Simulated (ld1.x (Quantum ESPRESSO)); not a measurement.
**u(r) = r·R(r): atom against pseudo-atom (Cl)**

Columns: radius, all-electron u(r) and pseudo u(r) of the 2p shell (level -191.57 eV) of chlorine in the configuration [He] 2s2 2p6 3s2 3p5; LDA (PZ), non-relativistic, PAW scheme, ld1.x (Quantum ESPRESSO) 7.5.

```csv
r (bohr),all-electron,pseudo
0.040,0.1778,0.0279
0.080,0.5174,0.1089
0.120,0.8573,0.2349
0.160,1.1340,0.3932
0.200,1.3303,0.5686
0.240,1.4496,0.7446
0.280,1.5038,0.9056
0.320,1.5066,1.0383
0.360,1.4713,1.1337
0.400,1.4091,1.1867
0.440,1.3291,1.1978
0.480,1.2385,1.1711
0.520,1.1426,1.1143
0.560,1.0455,1.0370
0.600,0.9501,0.9489
0.640,0.8583,0.8585
0.680,0.7716,0.7716
0.720,0.6906,0.6906
0.760,0.6159,0.6159
0.800,0.5475,0.5475
0.840,0.4853,0.4853
0.880,0.4291,0.4291
0.920,0.3785,0.3785
0.960,0.3333,0.3333
1.000,0.2929,0.2929
1.040,0.2570,0.2570
```

(1) How many radial nodes do the two functions have?

(2) At about which radius was the pseudo-wave matched?

(3) Where does each function peak?

(4) Is the pseudo-wave norm-conserving?

## Answers

(1) The all-electron 2p function has n − l − 1 = 0; the pseudo-wave has 0.

(2) 0.70 bohr. The columns agree to 0.0005 from 0.64 bohr on; several derivatives are matched, so the curves merge somewhat inside the radius.

(3) Outermost all-electron maximum near 0.32 bohr, pseudo maximum near 0.44 bohr (to the table’s step).

(4) No, it belongs to a PAW set: the norm inside the radius is not constrained, and the difference is carried by the augmentation charge.
